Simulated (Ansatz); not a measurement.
Mulliken charges of `[OH][W]([OH])([OH])(=[S])[Cl]` from ωB97M-V/def2-TZVPP in Ansatz (PBE0-D4/def2-TZVP geometry).

```
atom   x (Å)   y (Å)   z (Å)  charge (e)
  O1   1.840   0.109   0.025      -0.330
  W2  -0.030   0.110  -0.146       0.863
  O3  -1.681  -0.433   0.567      -0.330
  O4   0.027  -1.382  -1.264      -0.342
  S5  -0.474   1.774  -1.366      -0.117
 Cl6   0.179   0.988   2.089      -0.356
  H7   2.286   0.414   0.820       0.201
  H8  -1.942  -0.238   1.471       0.201
  H9  -0.116  -1.388  -2.213       0.210
```

Q: By hand: the dipole of these point charges (1 e Å = 4.8032 D).

A: Σ q r = (-0.051, -0.141, -0.477) e Å, of length 0.500 e Å = 2.40 D.

Q: How does the dipole of the full density compare? (Best estimate.)

A: Computed: (0.000, -0.225, -0.228) e Å, 1.54 D; the point charges give 1.56 times that, at 29° from its direction.

Point charges leave out the atoms' own dipoles, such as those of lone pairs, and Mulliken's split depends on the basis, so the two needn't agree.
